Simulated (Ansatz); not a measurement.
Si2O2⁻, relaxed as a doublet with UKS PBE0-D4/def2-TZVPD in Ansatz, starting from the GFN1-xTB geometry. Force threshold 0.02 eV/Å.

The highest occupied level of the charge -1 doublet lies above zero (up to 1.02 eV). By energy differences its removal costs 0.73 eV (vertical, to the charge 0 singlet, at PBE0-D4/def2-TZVPD); a positive level beside a positive removal energy at the same level points to self-interaction error. The relaxation made no stability test and no search for a lower SCF solution. The structure comes from a short search, and lower isomers may exist.

Start:

```tsv
atom	x (Å)	y (Å)	z (Å)
Si1	-0.401	-1.218	0.298
Si2	0.707	0.688	-0.578
O3	-0.771	0.889	-1.057
O4	0.465	-0.359	1.337
```

| step | energy (eV) | largest force component (eV/Å) | SCF passes |
| --- | --- | --- | --- |
| 1 | -19842.0438 | 1.116 | 21 |
| 2 | -19842.1464 | 0.857 | 29 |
| 3 | -19842.3315 | 0.827 | 30 |
| 4 | -19842.9088 | 1.062 | 32 |
| 5 | -19843.1068 | 0.923 | 32 |
| 6 | -19843.2080 | 1.540 | 39 |
| 7 | -19843.4827 | 0.944 | 38 |
| 8 | -19843.5181 | 1.148 | 36 |
| 9 | -19843.7140 | 0.619 | 31 |
| 10 | -19843.7274 | 0.083 | 25 |
| 11 | -19843.7277 | 0.027 | 26 |
| 12 | -19843.7278 | 0.002 | 24 |

Force components are those of the run's own axes.

End:

```
atom   x (Å)   y (Å)   z (Å)
 Si1  -0.768  -0.954   0.244
 Si2   0.767   0.955  -0.243
  O3  -0.663   0.299  -0.916
  O4   0.663  -0.299   0.916
```

Bonds formed: Si1–O3 (atoms count from 1).

No frequencies were taken in this run, so the end may be a saddle point.

It took 28 s on 4 threads of Arm Neoverse V1 on a shared host.
